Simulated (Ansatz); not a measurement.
Cartesian coordinates in Å:
```
C -0.664 0.654 -0.847
C 0.486 0.268 0.075
B 0.274 -1.032 0.904
F -0.829 -1.751 0.809
Cl 1.499 -1.623 2.023
H -0.866 -0.129 -1.581
H -1.587 0.815 -0.286
H -0.443 1.573 -1.394
H 1.420 0.148 -0.488
H 0.711 1.076 0.784
```

Charge 0, multiplicity 1.

(1) List the ωB97M-V/def2-TZVPP orbital energies in eV (Ansatz 0.2.0). (Best estimate.)

Answers

(1) Ansatz gave: Occupied: -2772.01, -678.19, -281.39, -281.35, -262.43, -199.90, -199.80, -199.76, -190.36, -37.10, -26.21, -24.31, -20.52, -18.44, -16.50, -16.21, -15.27, -15.00, -14.05, -12.98, -12.61, -11.99, -11.84, -11.27. Lowest empty: 1.66, 2.00, 3.39, 3.65, 3.67, 4.55, 5.25, 5.36.
